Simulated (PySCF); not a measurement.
# CH10BClSi3

The system: CH10BClSi3, a small molecule; neutral, singlet. The structure, one conformer, was relaxed in the gas phase by PBE0-D3(BJ)/def2-SVP. No frequency run checks that it is a minimum.

SMILES: [SiH3]B[SiH](Cl)C[SiH3]

```xyz
16

Si   -1.330    0.244   -1.551
C    -1.410    1.484   -0.164
Si    0.273    2.248    0.225
Cl   -2.913   -1.223   -1.349
B    -0.551   -1.537   -1.328
Si   -0.158   -2.220    0.520
H    -1.509    0.903   -2.876
H    -2.136    2.278   -0.403
H    -1.758    0.961    0.743
H     1.201    1.183    0.711
H     0.141    3.308    1.268
H     0.859    2.857   -1.010
H    -0.358   -2.208   -2.312
H     1.330   -2.216    0.715
H    -0.646   -3.615    0.756
H    -0.742   -1.348    1.591
```
(Å; atoms numbered from 1)

Shieldings: GIAO PBE0/pcSseg-1. Shifts are against computed references at the same level: C TMS (σ 184.4 ppm), H TMS (σ 31.27 ppm), Si TMS (σ 352.0 ppm). Core levels by delta-SCF with SCAN, pcX-2 on the ionised atom and pcseg-1 elsewhere, spin-free X2C (2p3/2 is the spin-free 2p value less a third of a first-order spin-orbit splitting); from the vacuum level, for chosen atoms.

(1) Give the NMR and core-level values of the distinct atoms.

(2) By CAM-B3LYP/def2-SVPD (TDDFT singlets, Tamm-Dancoff triplets, ionisation by delta-SCF), where does absorption start, and what does vertical ionisation take?

Answers

(1) 
```json
{"atoms": "Si1", "bonded to": "1 B + 1 C + 1 Cl + 1 H", "σ (ppm)": "328.4", "δ (ppm)": "23.6", "core level (eV)": "2p3/2 107.28"}
{"atoms": "C2", "bonded to": "2 Si + 2 H", "σ (ppm)": "192.6", "δ (ppm)": "-8.2", "core level (eV)": "1s 290.31"}
{"atoms": "Si3", "bonded to": "1 C + 3 H", "σ (ppm)": "426.8", "δ (ppm)": "-74.8", "core level (eV)": "2p3/2 107.04"}
{"atoms": "Cl4", "bonded to": "1 Si", "σ (ppm)": "1079.8", "δ (ppm)": "-", "core level (eV)": "2p3/2 205.73"}
{"atoms": "B5", "bonded to": "2 Si + 1 H", "σ (ppm)": "61.8", "δ (ppm)": "-", "core level (eV)": "1s 195.29"}
{"atoms": "Si6", "bonded to": "1 B + 3 H", "σ (ppm)": "449.5", "δ (ppm)": "-97.5", "core level (eV)": "-"}
{"atoms": "H7", "bonded to": "1 Si", "σ (ppm)": "25.89", "δ (ppm)": "5.37", "core level (eV)": "-"}
{"atoms": "H8", "bonded to": "1 C", "σ (ppm)": "30.60", "δ (ppm)": "0.67", "core level (eV)": "-"}
{"atoms": "H9", "bonded to": "1 C", "σ (ppm)": "30.79", "δ (ppm)": "0.48", "core level (eV)": "-"}
{"atoms": "H10 H11 H12", "bonded to": "1 Si", "σ (ppm)": "27.25", "δ (ppm)": "4.02", "core level (eV)": "-"}
{"atoms": "H13", "bonded to": "1 B", "σ (ppm)": "24.83", "δ (ppm)": "6.43", "core level (eV)": "-"}
{"atoms": "H14 H15 H16", "bonded to": "1 Si", "σ (ppm)": "27.58", "δ (ppm)": "3.69", "core level (eV)": "-"}
```

Values are those of this one static structure, with the three H of a rotating XH3 group averaged; atoms that internal rotation interchanges would show their mean in an NMR spectrum.

The core-hole state of B5 is spin-contaminated (⟨S²⟩ 0.80 against 0.75 for a pure doublet), so that value and differences from it are less sure.

(2) The lowest singlet lies at 4.72 eV (f 0.007), the strongest of the first 6 at 6.87 eV (f 0.074), the lowest triplet at 3.98 eV; vertical ionisation takes 9.67 eV.

The 3 runs behind this took 5.7 min in all, one thread each of Arm Neoverse V1 on a shared host, launched as `OMP_NUM_THREADS=1 python cluster_run.py task.json out`.
